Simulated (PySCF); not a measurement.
# Spin states of Ge₂⁺

Unrestricted PBE0; basis Ge def2-TZVPPD; no relativity; PySCF 2.14. Outer shells of the fragments: Ge+ 3d10 4s2 4p1; Ge 3d10 4s2 4p2.

Followed along the bond (rough minima from three points):

| 2Ms+1 | unpaired | ⟨S²⟩ at the start | R at minimum (Å) | Te (eV) |
| --- | --- | --- | --- | --- |
| 4 | σ ↑, π ↑↑ | 3.75 | 2.42 | 0.00 |
| 2 | σ ↓, π ↑↑ | 1.77 | 2.41 | 0.41 |
| 2 | σ ↑, π ↑↓ | 1.76 | 2.42 | 0.41 |
| 2 | π ↑ | 0.75 | 2.61 | 0.53 |
| 2 | σ ↑ | 0.76 | 2.45 | 1.04 |

Solutions found at the starting distance of 2.420 Å, counted from the lowest of them; the search is not exhaustive and high or unbound solutions are not listed, so other states can lie among these:

| 2Ms+1 | unpaired | term | E (eV) | ⟨S²⟩ | ⟨Lz²⟩ |
| --- | --- | --- | --- | --- | --- |
| 4 | σ ↑, π ↑↑ | ⁴Σ⁻ | 0.00 | 3.75 | 0.00 |
| 2 | σ ↓, π ↑↑ | mixed | 0.41 | 1.77 | 0.00 |
| 2 | σ ↑, π ↑↓ | mixed | 0.41 | 1.76 | 2.01 |
| 2 | π ↑ | ²Π | 0.69 | 0.75 | 1.00 |
| 2 | σ ↑ | mixed | 1.05 | 0.76 | 2.00 |
| 2 | π ↑ | ²Π | 1.71 | 0.75 | 1.00 |

A term symbol is given only where ⟨S²⟩ and ⟨Lz²⟩ are close to those of a pure state; real π, δ and φ orbitals otherwise mix terms, and g/u labels are left off.

Spin–orbit coupling is left out.
